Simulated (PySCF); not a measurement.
CH₁₀Si₄, SMILES C1[Si@H]([SiH2][SiH2]1)[SiH3]. Geometry optimised at PBE-D3(BJ)/def2-SVP. The structure was generated by enumeration; whether it is a known compound was not checked.

Task: Give the equilibrium geometry at PBE-D3(BJ)/def2-SVP (PySCF confirms it by a frequency run) as a Z-matrix. (The exact figures need the calculation; the answer reports its results.)

Result: 
```
Si
H 1 1.5095
C 1 1.9287 2 109.75
H 3 1.1083 1 116.41 2 -39.80
H 3 1.1116 4 108.28 1 122.46
Si 3 1.9194 4 116.85 5 123.36
H 6 1.5074 3 109.87 4 39.27
H 6 1.5084 7 108.62 3 127.93
Si 1 2.3496 2 110.59 3 -129.11
H 9 1.5062 1 110.51 2 -61.30
H 9 1.5068 10 108.56 1 119.36
H 9 1.5074 10 108.61 11 117.56
Si 6 2.3656 7 109.45 8 135.49
H 13 1.5039 6 121.76 7 -28.39
H 13 1.5079 14 109.74 6 135.01
```
Charge 0, spin multiplicity 1.
